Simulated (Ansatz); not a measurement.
Gas-phase electronic energies from Ansatz, PBE0-D4/def2-TZVP geometries. CCSD(T)/CBS is the MP2 limit (def2-TZVPP, def2-QZVPP) plus CCSD(T) − MP2 in def2-TZVPP, frozen cores. DFT in def2-TZVPP. def2 core potentials past Kr. For I outer-core shells are correlated without core-valence functions, which leaves a few kJ/mol of doubt a bond. One conformer a species, not always the lowest.

Reaction (isomerisation): `CC([SiH3])I` → `CC[SiH2]I`

Problem. Is it downhill or uphill in electronic energy at CCSD(T)/CBS, and by how much? (An estimate is asked.)

Solution. Computed: Downhill: ΔE = -29.9 kcal/mol.

Problem. What do these levels give: PBE0-D4, PBE0, MP2/def2-TZVPP, SCS-MP2/def2-TZVPP, CCSD(T)/def2-TZVPP, MP2/def2-QZVPP? (Best estimate.)

Solution. Computed: PBE0-D4 -32.0, PBE0 -32.6, MP2/def2-TZVPP -30.1, SCS-MP2/def2-TZVPP -29.5, CCSD(T)/def2-TZVPP -29.4, MP2/def2-QZVPP -30.4 kcal/mol.

Largest T1 diagnostic among the species: 0.009.

The D4 term adds +1.2 kcal/mol with B3LYP and +0.6 kcal/mol with PBE0; it sums over pairs of atoms, weighted by their polarisabilities, and B3LYP, whose exchange is more repulsive, gets the larger term. From PBE to PBE0 (25 % exact exchange), in def2-TZVPP and without D4, ΔE moves by −1.5 kcal/mol.

B3LYP here is the variant with VWN-RPA as its local correlation; programs differ in this.
